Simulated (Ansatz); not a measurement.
Geometry optimisation, RKS CAM-B3LYP-D4/def2-SVP (Ansatz).

The input (input.yaml):

```yaml
crystal:
  periodic: [false, false, false]
  atoms:
    - { symbol: O, position_ang: [-1.7636, 0.57352, -0.46645] }
    - { symbol: In, position_ang: [0.02404, -0.07996, -0.02384] }
    - { symbol: S, position_ang: [1.36616, 1.69957, 0.88728] }
    - { symbol: S, position_ang: [0.60739, -2.40314, -0.4153] }
    - { symbol: H, position_ang: [-2.37539, -0.064, -0.83026] }
    - { symbol: H, position_ang: [0.32602, 2.50662, 0.74341] }
    - { symbol: H, position_ang: [1.81538, -2.2326, 0.10517] }
basis:
  gaussian: { orbitals: def2-SVP }
hamiltonian:
  xc: cam_b3lyp
  dispersion: d4
relax:
  f_tol: 0.015
  max_steps: 40
```

Command:

```bash
$ ansatz run input.yaml --threads 2 --pin off --max-ram 3072MiB --backend cpu --events-out ev --progress --plain --runs-dir out
```

Task: Where does it end, and by what steps?

Result: The run converged. After 5 steps the energy has fallen by 0.054 eV; H6 moved furthest, 0.12 Å.

| step | energy less start (eV) | largest force component (eV/Å) | accepted |
| --- | --- | --- | --- |
| 0 | 0.0000 | 0.781 | yes |
| 1 | 0.0037 | 0.466 | no |
| 2 | -0.0455 | 0.201 | yes |
| 3 | -0.0409 | 0.389 | no |
| 4 | -0.0524 | 0.068 | yes |
| 5 | -0.0539 | 0.014 | yes |

```xyz
7
Properties=species:S:1:pos:R:3
O -1.844 0.558 -0.500
In -0.025 -0.074 -0.023
S 1.399 1.611 0.883
S 0.607 -2.354 -0.380
H -2.422 -0.120 -0.871
H 0.432 2.549 0.785
H 1.852 -2.170 0.107
```

Whether the end is a true minimum wasn't checked by a vibrational analysis.

Run time: 18 s on 2 threads of Intel(R) Xeon(R) Platinum 8375C CPU @ 2.90GHz (Ice Lake) (shared host), peak memory 0.26 GiB.
